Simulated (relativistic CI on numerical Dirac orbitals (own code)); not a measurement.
## Slater and spin-orbit integrals, Cd⁴⁺

These numbers are calculated, not measured: Dirac-Coulomb-Breit CI, separate exchange-only KLI orbitals for each configuration, model QED, valence Slater integrals scaled by 0.85, P86 correlation energy added to each configuration (own radial code, finite nucleus).

Slater integrals F^k, G^k are unscaled and averaged over j, outside the closed core [Ar] 3d10 4s2; ζ comes from projecting the Hamiltonian with its Breit term on Σ l·s of the shell.

- 4p6.4d8: F^2(4d,4d) = 87360, F^4(4d,4d) = 57710, ζ(4d) = 2418.9 cm⁻¹; <r>(4d) = 1.152, <r^2>(4d) = 1.55 (bohr units).
- 4p6.4d7.5s: F^2(4d,4d) = 89193, F^4(4d,4d) = 59043, ζ(4d) = 2553.3, G^2(4d,5s) = 16899 cm⁻¹; <r>(4d) = 1.13, <r^2>(4d) = 1.49, <r>(5s) = 2.103, <r^2>(5s) = 4.946 (bohr units).
- 4p6.4d7.4f: F^2(4d,4d) = 89473, F^4(4d,4d) = 59254, ζ(4d) = 2570.7, F^2(4d,4f) = 33139, F^4(4d,4f) = 18459, G^1(4d,4f) = 33595, G^3(4d,4f) = 19745, G^5(4d,4f) = 13613, ζ(4f) = -56.171 cm⁻¹; <r>(4d) = 1.127, <r^2>(4d) = 1.481, <r>(4f) = 2.685, <r^2>(4f) = 8.644 (bohr units).

Problem. Give the Racah parameters of the d shell in 4p6.4d8.

Solution. B = F²/49 − 5F⁴/441 = 1129 cm⁻¹ and C = 35F⁴/441 = 4580 cm⁻¹; values fitted to spectra at such low charge are typically 15 to 30 % smaller.

In this model ζ of a weakly bound d, f or g electron outside closed shells comes out too small, for d by up to a factor of two or three and at times with the wrong sign; that of an outer p electron is too small as well.

Averages of the first 10 configurations, taken without configuration mixing, which lowers the lowest level and can move excited configurations by several eV; other configurations of the list can lie among them:

```json
{"Configuration": "4p6.4d8", "Parity": "even", "States": "45", "Average energy above the lowest level (eV)": "1.7"}
{"Configuration": "4p6.4d7.5s", "Parity": "even", "States": "240", "Average energy above the lowest level (eV)": "22.4"}
{"Configuration": "4p6.4d7.4f", "Parity": "odd", "States": "1680", "Average energy above the lowest level (eV)": "48.8"}
{"Configuration": "4p6.4d7.5p", "Parity": "odd", "States": "720", "Average energy above the lowest level (eV)": "31.9"}
{"Configuration": "4p5.4d9", "Parity": "odd", "States": "60", "Average energy above the lowest level (eV)": "66.4"}
{"Configuration": "4p6.4d7.5d", "Parity": "even", "States": "1200", "Average energy above the lowest level (eV)": "44.6"}
{"Configuration": "4p6.4d7.6s", "Parity": "even", "States": "240", "Average energy above the lowest level (eV)": "47.1"}
{"Configuration": "4p6.4d6.5s2", "Parity": "even", "States": "210", "Average energy above the lowest level (eV)": "46.7"}
{"Configuration": "4p6.4d7.6p", "Parity": "odd", "States": "720", "Average energy above the lowest level (eV)": "50.7"}
{"Configuration": "4p6.4d6.5s.5p", "Parity": "odd", "States": "2520", "Average energy above the lowest level (eV)": "55.4"}
```
